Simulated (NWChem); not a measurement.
Correlation energy of iodine (I₂)

```xyz
2

I      0.0000     0.0000     1.3412
I      0.0000     0.0000    -1.3412
```
Charge 0, spin multiplicity 1.

Program: NWChem. All single points use one geometry, from PBE0/def2-SVP with def2 effective core potentials on I, a minimum by its harmonic frequencies.

Basis set: def2-SVP. Each correlation energy counts from its own Hartree-Fock reference.

Effective core potentials replace the inner electrons of I; spin-orbit coupling is left out. The correlated methods keep 8 core orbitals frozen. Coupled-cluster values serve here as a point of comparison, not as the truth.

### Question
One of these methods gave a correlation energy of -255.7 mHa. Which?
A. CCSD
B. SCS-MP2
C. CCSD+T(CCSD)
D. MP2

### Answer
C, CCSD+T(CCSD). The others give -249.9 (CCSD), -219.4 (SCS-MP2), -234.0 (MP2).
